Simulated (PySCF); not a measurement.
Job file and geometry (Å, from GFN2-xTB) of an NMR shielding run on `CC(=O)[C@@H](C[SiH3])C(Cl)=C=O`, C$_{6}$H$_{9}$ClO$_{2}$Si, PySCF 2.14.0, density-fitted response routines, GIAO PBE0/pcSseg-1 NMR shielding, non-relativistic, gas phase; density fitting, a coarse starting grid and PySCF grid level 2 are the driver's defaults:

```
$ OMP_NUM_THREADS=1 python probes_run.py task.json out

{"job": {"kind": "nmr", "xc": "PBE0", "basis": "pcSseg-1"}, "charge": 0, "multiplicity": 1}
C     -1.458264    -1.913162    -0.032527
C     -0.554692    -0.868297    -0.619972
O     -0.109899    -0.920092    -1.736518
C     -0.264154     0.317293     0.308945
C      1.106810     0.922162     0.018716
Si     2.531688    -0.257809     0.477092
C     -1.364370     1.318997     0.049035
Cl    -2.871379     1.164946     0.937991
C     -1.345293     2.243917    -0.866049
O     -1.324609     3.115813    -1.633408
H     -2.354061    -1.446031     0.371530
H     -1.729136    -2.648480    -0.785705
H     -0.940413    -2.409557     0.786696
H     -0.338937    -0.000422     1.351824
H      1.158926     1.164914    -1.043443
H      1.203719     1.861529     0.565132
H      2.457023    -1.489634    -0.302742
H      2.392061    -0.585484     1.901625
H      3.795178     0.438648     0.244316
```

**Question.** What does the program print?

**Answer.** 
```
coarse grid: 17520 points
cycle   1  E = -1133.0740398095  dE =  1.514e+00  |g| = 1.006e+00  |ddm| = 4.149e+00
cycle   2  E = -1132.2539165130  dE =  8.201e-01  |g| = 2.299e+00  |ddm| = 2.997e+00
cycle   3  E = -1133.2614206339  dE = -1.008e+00  |g| = 2.493e-01  |ddm| = 2.349e+00
cycle   4  E = -1133.2733060861  dE = -1.189e-02  |g| = 1.283e-01  |ddm| = 3.245e-01
cycle   5  E = -1133.2765458943  dE = -3.240e-03  |g| = 4.916e-02  |ddm| = 1.319e-01
cycle   6  E = -1133.2769989767  dE = -4.531e-04  |g| = 1.161e-02  |ddm| = 4.207e-02
cycle   7  E = -1133.2770223328  dE = -2.336e-05  |g| = 4.434e-03  |ddm| = 1.069e-02
cycle   8  E = -1133.2770264935  dE = -4.161e-06  |g| = 9.456e-04  |ddm| = 4.618e-03
final grid: 161688 points
cycle   9  E = -1133.3573572211  dE = -1.751e-05  |g| = 1.641e-02  |ddm| = 3.937e-02
cycle  10  E = -1133.3571689221  dE =  1.883e-04  |g| = 3.532e-02  |ddm| = 3.651e-02
cycle  11  E = -1133.3574061923  dE = -2.373e-04  |g| = 2.964e-03  |ddm| = 2.705e-02
cycle  12  E = -1133.3574080896  dE = -1.897e-06  |g| = 6.846e-04  |ddm| = 2.916e-03
cycle  13  E = -1133.3574081659  dE = -7.623e-08  |g| = 3.018e-04  |ddm| = 7.601e-04
cycle  14  E = -1133.3574081828  dE = -1.688e-08  |g| = 6.892e-05  |ddm| = 2.609e-04
cycle  15  E = -1133.3574081836  dE = -8.490e-10  |g| = 2.351e-05  |ddm| = 7.268e-05
converged SCF energy = -1133.3574081836

GIAO shielding tensors (ppm)
atom      isotropic    diamagn.    paramagn.     s11        s22        s33       span
  0 C      151.128     252.146    -101.018    128.714    134.492    190.179     61.465
  1 C      -24.879     251.423    -276.302   -116.062    -59.411    100.835    216.897
  2 O     -296.060     402.530    -698.590   -841.230   -404.144    357.194   1198.425
  3 C      137.148     250.268    -113.120    132.035    137.035    142.374     10.340
  4 C      176.977     251.128     -74.151    161.805    177.736    191.391     29.586
  5 Si     419.205     879.718    -460.513    389.568    401.254    466.794     77.226
  6 C      116.777     256.105    -139.329     85.079    127.196    138.056     52.977
  7 Cl     855.997    1144.672    -288.674    608.216    939.027   1020.750    412.534
  8 C      -30.168     261.443    -291.611    -92.693    -46.147     48.337    141.030
  9 O     -124.168     401.462    -525.630   -284.066   -240.110    151.671    435.737
 10 H       28.728      29.608      -0.880     24.043     29.555     32.586      8.543
 11 H       29.464      28.563       0.902     25.901     26.981     35.511      9.610
 12 H       29.631      30.310      -0.679     26.574     28.692     33.626      7.052
 13 H       29.175      33.920      -4.745     24.967     30.787     31.770      6.802
 14 H       30.477      33.201      -2.724     26.205     29.291     35.936      9.731
 15 H       30.966      31.855      -0.889     25.438     30.411     37.051     11.613
 16 H       28.063      29.262      -1.199     24.167     27.686     32.336      8.169
 17 H       27.976      29.197      -1.220     24.451     26.556     32.922      8.471
 18 H       27.834      28.427      -0.593     24.182     25.267     34.054      9.872
```

**Question.** Turn these shieldings into chemical shifts. Scale: 13C (σref 186.93), 29Si (σref 349.16), 1H (σref 31.72) against TMS; H2O for 17O (σref 336.08); 35Cl (σref 949.78) against HCl (reference shieldings calculated alike).

**Answer.** Averaging equivalent atoms: C 8: 217.1; C 1: 211.8; C 6: 70.1; C 3: 49.8; C 0: 35.8; C 4: 9.9; O 2: 632.1; O 9: 460.2; Si 5: -70.0; Cl 7: 94; H 16/17/18: 3.76; H 13: 2.54; H 10/11/12: 2.44; H 14: 1.24; H 15: 0.75 ppm. Unscaled 17O shifts of doubly bonded oxygen tend to come out too high, by tens of ppm or more. Experimental scales use liquid or dissolved standards, which lie at an offset from isolated H2O (liquid H2O: subtract about 36 ppm).

Size and cost of the density-fitted run: 229 basis functions, 62 s wall time on 1 thread of an Arm Neoverse V1, shared host; peak memory 1.1 GiB.
